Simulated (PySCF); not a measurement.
Si(Br)(OH)(NH2)2 (BrH5N2OSi), SMILES O[Si](Br)(N)N. Atoms are numbered in the order given.

```xyz
10

N     -1.2561     1.6902     0.8060
Si    -0.1216     0.4080     0.7501
N      1.4309     1.0857     1.0588
O     -0.7691    -0.7457     1.7790
Br     0.1893    -0.6780    -1.2320
H     -1.0575     2.5580     0.3057
H     -2.2553     1.4794     0.8349
H      2.2678     0.6047     0.7254
H      1.5921     1.5663     1.9475
H     -0.5390    -1.6548     1.5183
```
Charge 0, spin multiplicity 1.

Geometry: PBE-D3(BJ)/def2-SVP. The structure was generated by enumeration, and PubChem lists no compound with its InChIKey, so it may never have been made. One conformer was computed; it need not be the lowest.

Level of theory: PySCF with PBE-D3(BJ)/def2-SVP.

Frequencies are harmonic and unscaled.

```json
[
 {"mode": "1", "ν (cm⁻¹)": "148", "IR (km/mol)": "16.0", "moving atoms (share of kinetic energy)": "N 34 %, H 31 %, O 23 %"},
 {"mode": "2", "ν (cm⁻¹)": "170", "IR (km/mol)": "4.3", "moving atoms (share of kinetic energy)": "N 39 %, H 31 %, O 16 %, Br 9 %"},
 {"mode": "3", "ν (cm⁻¹)": "235", "IR (km/mol)": "2.3", "moving atoms (share of kinetic energy)": "H 42 %, Br 22 %, N 18 %, O 17 %"},
 {"mode": "4", "ν (cm⁻¹)": "245", "IR (km/mol)": "11.6", "moving atoms (share of kinetic energy)": "H 65 %, N 18 %, Br 12 %"},
 {"mode": "5", "ν (cm⁻¹)": "258", "IR (km/mol)": "12.3", "moving atoms (share of kinetic energy)": "H 29 %, N 29 %, O 20 %, Si 20 %"},
 {"mode": "6", "ν (cm⁻¹)": "276", "IR (km/mol)": "77.2", "moving atoms (share of kinetic energy)": "H 59 %, O 22 %, N 9 %"},
 {"mode": "7", "ν (cm⁻¹)": "319", "IR (km/mol)": "0.8", "moving atoms (share of kinetic energy)": "H 44 %, N 24 %, O 16 %, Si 15 %"},
 {"mode": "8", "ν (cm⁻¹)": "366", "IR (km/mol)": "151.6", "moving atoms (share of kinetic energy)": "H 62 %, N 21 %, Si 11 %"},
 {"mode": "9", "ν (cm⁻¹)": "390", "IR (km/mol)": "28.6", "moving atoms (share of kinetic energy)": "H 52 %, Si 21 %, N 18 %"},
 {"mode": "10", "ν (cm⁻¹)": "421", "IR (km/mol)": "64.1", "moving atoms (share of kinetic energy)": "H 83 %, N 13 %"},
 {"mode": "11", "ν (cm⁻¹)": "428", "IR (km/mol)": "251.3", "moving atoms (share of kinetic energy)": "H 45 %, Si 26 %, N 19 %"},
 {"mode": "12", "ν (cm⁻¹)": "752", "IR (km/mol)": "58.5", "moving atoms (share of kinetic energy)": "O 35 %, N 31 %, H 27 %"},
 {"mode": "13", "ν (cm⁻¹)": "778", "IR (km/mol)": "45.0", "moving atoms (share of kinetic energy)": "H 64 %, N 29 %"},
 {"mode": "14", "ν (cm⁻¹)": "813", "IR (km/mol)": "34.9", "moving atoms (share of kinetic energy)": "H 71 %, N 19 %"},
 {"mode": "15", "ν (cm⁻¹)": "842", "IR (km/mol)": "224.6", "moving atoms (share of kinetic energy)": "H 65 %, N 16 %, O 11 %, Si 9 %"},
 {"mode": "16", "ν (cm⁻¹)": "932", "IR (km/mol)": "171.7", "moving atoms (share of kinetic energy)": "Si 43 %, N 32 %, H 24 %"},
 {"mode": "17", "ν (cm⁻¹)": "939", "IR (km/mol)": "128.6", "moving atoms (share of kinetic energy)": "Si 47 %, O 19 %, H 18 %, N 15 %"},
 {"mode": "18", "ν (cm⁻¹)": "1473", "IR (km/mol)": "90.0", "moving atoms (share of kinetic energy)": "H 88 %, N 12 %"},
 {"mode": "19", "ν (cm⁻¹)": "1479", "IR (km/mol)": "33.3", "moving atoms (share of kinetic energy)": "H 88 %, N 11 %"},
 {"mode": "20", "ν (cm⁻¹)": "3496", "IR (km/mol)": "28.4", "moving atoms (share of kinetic energy)": "H 96 %"},
 {"mode": "21", "ν (cm⁻¹)": "3511", "IR (km/mol)": "37.5", "moving atoms (share of kinetic energy)": "H 96 %"},
 {"mode": "22", "ν (cm⁻¹)": "3603", "IR (km/mol)": "27.5", "moving atoms (share of kinetic energy)": "H 91 %, N 9 %"},
 {"mode": "23", "ν (cm⁻¹)": "3615", "IR (km/mol)": "36.2", "moving atoms (share of kinetic energy)": "H 91 %, N 9 %"},
 {"mode": "24", "ν (cm⁻¹)": "3763", "IR (km/mol)": "67.2", "moving atoms (share of kinetic energy)": "H 94 %"}
]
```
